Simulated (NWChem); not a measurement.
System: iminoborane (BNH$_{2}$); SMILES B=N

Parts of the log:

```
             Northwest Computational Chemistry Package (NWChem) 7.3.0
             --------------------------------------------------------

 ORDER OF PRIMARY AXIS IS BEING SET TO 4
 C4V symmetry detected

                             Geometry "geometry" -> ""
                             -------------------------

 Output coordinates in angstroms (scale by  1.889725989 to convert to a.u.)

  No.       Tag          Charge          X              Y              Z
 ---- ---------------- ---------- -------------- -------------- --------------
    1 B                    5.0000     0.00000000     0.00000000     0.69150800
    2 N                    7.0000     0.00000000     0.00000000    -0.54113297
    3 H                    1.0000     0.00000000     0.00000000     1.86307097
    4 H                    1.0000     0.00000000     0.00000000    -1.53268018

 Effective nuclear repulsion energy (a.u.)      23.9060367032

      Symmetry information
      --------------------

 Group name             C4v
 Group number             18
 Group order               8
 No. of unique centers     4

  xc_inp: hfexch multiplicative factor not found.

                                 NWChem DFT Module
                                 -----------------

 Summary of "ao basis" -> "ao basis" (spherical)
 ------------------------------------------------------------------------------
       Tag                 Description            Shells   Functions and Types
 ---------------- ------------------------------  ------  ---------------------
 B                          def2-svp                 6       14   3s2p1d
 N                          def2-svp                 6       14   3s2p1d
 H                          def2-svp                 3        5   2s1p

      Symmetry analysis of basis
      --------------------------

        a1         18
        a2          0
        b1          2
        b2          2
        e          16

            General Information
            -------------------
          SCF calculation type: DFT
          Wavefunction type:  closed shell.
          No. of atoms     :     4
          No. of electrons :    14
           Alpha electrons :     7
            Beta electrons :     7
          Charge           :     0
          Spin multiplicity:     1
          Use of symmetry is: on ; symmetry adaption is: on
          Maximum number of iterations: 150
          AO basis - number of functions:    38
                     number of shells:    18
          Convergence on energy requested:  1.00D-06
          Convergence on density requested:  1.00D-05
          Convergence on gradient requested:  5.00D-04

              XC Information
              --------------
                     Hartree-Fock (Exact) Exchange  1.000

      Superposition of Atomic Density Guess
      -------------------------------------

 Sum of atomic energies:         -79.74673428

      Non-variational initial energy
      ------------------------------

 Total energy =     -80.461346
 1-e energy   =    -153.486563
 2-e energy   =      49.119181
 HOMO         =      -0.417193
 LUMO         =       0.067268

      Symmetry analysis of molecular orbitals - initial
      -------------------------------------------------

 !! scf_movecs_sym_adapt:    4 vectors were symmetry contaminated

  Symmetry fudging

 !! scf_movecs_sym_adapt:    4 vectors were symmetry contaminated

  Numbering of irreducible representations:

     1 a1          2 a2          3 b1          4 b2          5 e

  Orbital symmetries:

     1 a1          2 a1          3 a1          4 a1          5 a1
     6 e           7 e           8 e           9 e          10 a1
    11 a1         12 a1         13 a1         14 e          15 e
    16 a1         17 a1

     ---------------------------------------------
      Total Density - Mulliken Population Analysis
     ---------------------------------------------

    Atom       Charge   Shell Charges
 -----------   ------   -------------------------------------------------------
    1 B    5     4.73   1.99  0.89  0.23  1.19  0.36  0.07
    2 N    7     7.61   1.99  1.05  0.38  2.69  1.49  0.01
    3 H    1     0.89   0.65  0.22  0.02
    4 H    1     0.76   0.59  0.13  0.05

 !! scf_movecs_sym_adapt:    4 vectors were symmetry contaminated

  Symmetry fudging

 !! scf_movecs_sym_adapt:    4 vectors were symmetry contaminated

   convergence    iter        energy       DeltaE   RMS-Dens  Diis-err
 ---------------- ----- ----------------- --------- --------- ---------
 d= 0,ls=0.0,diis     1    -80.1714447825 -1.04D+02  1.40D-02  4.70D-01

 !! scf_movecs_sym_adapt:    4 vectors were symmetry contaminated

  Symmetry fudging

 !! scf_movecs_sym_adapt:    4 vectors were symmetry contaminated

 d= 0,ls=0.0,diis     2    -80.2098418857 -3.84D-02  6.28D-03  2.34D-01

 !! scf_movecs_sym_adapt:    4 vectors were symmetry contaminated

  Symmetry fudging

 !! scf_movecs_sym_adapt:    2 vectors were symmetry contaminated

 d= 0,ls=0.0,diis     3    -80.2355182468 -2.57D-02  1.38D-03  2.97D-03

 !! scf_movecs_sym_adapt:    4 vectors were symmetry contaminated

  Symmetry fudging

 !! scf_movecs_sym_adapt:    4 vectors were symmetry contaminated

 d= 0,ls=0.0,diis     4    -80.2361431334 -6.25D-04  3.32D-04  1.18D-04

 !! scf_movecs_sym_adapt:    4 vectors were symmetry contaminated

  Symmetry fudging
 d= 0,ls=0.0,diis     5    -80.2361631581 -2.00D-05  6.20D-05  5.58D-06

 !! scf_movecs_sym_adapt:    4 vectors were symmetry contaminated

  Symmetry fudging
  Resetting Diis
 d= 0,ls=0.0,diis     6    -80.2361642928 -1.13D-06  1.50D-05  3.86D-07

 !! scf_movecs_sym_adapt:    2 vectors were symmetry contaminated

  Symmetry fudging

 !! scf_movecs_sym_adapt:    2 vectors were symmetry contaminated

 d= 0,ls=0.0,diis     7    -80.2361643602 -6.74D-08  1.97D-06  2.93D-09

[...]
```

Level: Hartree-Fock/def2-SVP. Structure relaxed at the PBE0-D3(BJ)/def2-TZVP level.

Q: Write an input that gives this output.

A: One answer among several that fit: the input that was run:
```
start job
memory heap 200 mb stack 900 mb global 1100 mb
geometry units angstroms noautoz
  B      0.000052     0.686737     0.000000
  N      0.000249    -0.545904     0.000000
  H     -0.000152     1.858300     0.000000
  H      0.003187    -1.537450     0.000000
end
basis spherical
  * library def2-svp
end
dft
  xc hfexch
  iterations 150
  mulliken
end
task dft energy
```
